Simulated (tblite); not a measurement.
Compound: C₅H₅PS.
Structure used (GFN2-xTB), in Å, numbered top down from 1:
```xyz
12
C5H5PS angstrom
C     -2.5199   -0.3459   -0.1744
C     -1.6038    0.5562    0.1723
C     -0.1862    0.3297    0.2269
P      0.9401    1.5553    0.6887
C      2.3343    0.4935    0.4924
C      2.1006   -0.7775    0.0939
S      0.4710   -1.2276   -0.1804
H     -2.2451   -1.3510   -0.4503
H     -3.5684   -0.1075   -0.1933
H     -1.9035    1.5607    0.4458
H      3.3347    0.8483    0.6844
H      2.8474   -1.5349   -0.0673
```

Calculated harmonic vibrations of the isolated species, GFN2-xTB (tblite), most abundant isotopes, no scaling. Against measured fundamentals such values can be off by several per cent, at times by over 20. One conformer, not necessarily the lowest.

Harmonic wavenumbers (cm⁻¹): 92.7, 183.8, 188.4, 358.0, 377.6, 399.8, 475.7, 602.9, 605.9, 650.4, 721.5, 782.1, 826.3, 852.6, 867.9, 927.3, 991.8, 1073.3, 1084.2, 1207.1, 1228.3, 1293.6, 1405.2, 1465.2, 1639.7, 3044.4, 3084.9, 3101.8, 3114.0, 3138.2.

A = 3238, B = 1731, C = 1128 MHz; mass 127.985 u (most abundant isotopes); point group Cs, symmetry number 1.

**Question.** Zero-point energy?

**Answer.** Half the sum of the wavenumbers: 17892 cm⁻¹ = 214.04 kJ/mol.

**Question.** What is S at 500 K and 1 bar for an ideal gas of classical rigid rotors and harmonic oscillators?

**Answer.** Translation 180.11, rotation 124.94, vibration 117.84: S = 422.9 J/(mol K).

**Question.** And Cp and H(500 K) − H(0)?

**Answer.** Cp = 167.02 J/(mol K), of which vibrations give 133.76 (their classical limit is 30 R = 249.4); H(500 K) − H(0) = 49.93 kJ/mol without the zero-point energy, 33.30 from vibrations.

**Question.** Which modes carry the vibrational entropy at 500 K?

**Answer.** 92.7 cm⁻¹: 19.33; 183.8 cm⁻¹: 13.71; 188.4 cm⁻¹: 13.51; 358.0 cm⁻¹: 8.43; 377.6 cm⁻¹: 8.02; 399.8 cm⁻¹: 7.59 J/(mol K); the other 24 give 47.26 together.

**Question.** How do the functions run with temperature in this model?

**Answer.** 
```csv
T (K),S (J/(mol K)),Cp (J/(mol K)),H − H(0) (kJ/mol),G − H(0) (kJ/mol),ln q(vib)
150,287.9,68.7,7.18,-36.01,1.00
250,330.5,101.2,15.66,-66.98,2.30
298.15,349.7,116.5,20.90,-83.35,3.00
400,388.1,145.1,34.28,-120.95,4.57
600,454.9,184.0,67.51,-205.43,7.76
900,536.5,217.4,128.21,-354.63,12.35
```

q(vib) and H(0) count from the zero-point level.

**Question.** What must be added to the electronic energy to get the Gibbs energy at 500 K and 1 bar?

**Answer.** ZPE + [H(500 K) − H(0)] − T·S = 214.04 + 49.93 − 211.45 = 52.52 kJ/mol.

Hindered rotation and anharmonicity are outside this model. Other conformers, if any are populated, would add a mixing term that is left out.
